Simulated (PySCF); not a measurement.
Computed shifts of a molecule CH4Cl2GeO, PBE0/pcSseg-1 run with PySCF, GIAO, gas phase, atoms alike by connectivity averaged where their shifts nearly agree, in ppm (number of nuclei): ¹³C: 11.8 (1). ¹H: 2.65 (1), 1.43 (3). References: ¹³C against TMS (σ = 186.3 ppm); ⁷³Ge against GeH4 (σ = 1658.3 ppm); ¹⁷O against H2O (σ = 334.2 ppm); ³⁵Cl against HCl (σ = 945.9 ppm); ¹H against TMS (σ = 31.56 ppm), references at their B3LYP-D3(BJ)/def2-TZVP geometries, non-relativistic (without spin–orbit terms, shifts of atoms bonded to Cl or Br come out too high). Geometry: B3LYP-D3(BJ)/def2-SVP. Other conformers were not sampled.

**Question.** Which structure fits?
(A) [CH3][Ge]([OH])([Cl])[Cl]
(B) C[O][GeH]([Cl])[Cl]
(C) O[CH2][GeH]([Cl])[Cl]

**Answer.** A, [CH3][Ge]([OH])([Cl])[Cl]
